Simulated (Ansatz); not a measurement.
Cu2Se⁺, relaxed as a doublet with UKS r2SCAN-D4/def2-TZVP in Ansatz, starting from the GFN2-xTB geometry. Force threshold 0.02 eV/Å.

The relaxation made no stability test and no search for a lower SCF solution. No other spin state of charge 1 was run. The structure comes from a short search, and lower isomers may exist.

Start:

Cartesian coordinates in Å:
```
Cu 0.175 0.627 1.042
Cu 0.143 -1.631 0.322
Se -0.319 1.005 -1.364
```

(1) Estimate the energy that the relaxation releases and the steps that it takes.

(2) Does the start keep its bonding and symmetry?

(3) Predict the relaxed structure.

Answers

(1) 35.1 kcal/mol, in 6 steps; 23 s on 4 threads of Arm Neoverse V2 on a shared host. No frequencies were taken in this run, so the end may be a saddle point.

(2) By distances, no bond broke or formed. The bond that changes most is Cu2–Se3, from 3.16 to 2.22 Å (atoms count from 1). The end is the same structure that another start reached, the lowest one found. Point group Cs at the start, C2v at the end, both within 0.05 Å.

(3) 
Cartesian coordinates in Å:
```
Cu 0.1746 0.9251 1.1118
Cu 0.0563 -1.4543 -0.0745
Se -0.2309 0.5292 -1.0373
```
Bond lengths (bridged metal pairs left out): 2 × Cu–Se 2.22 Å.
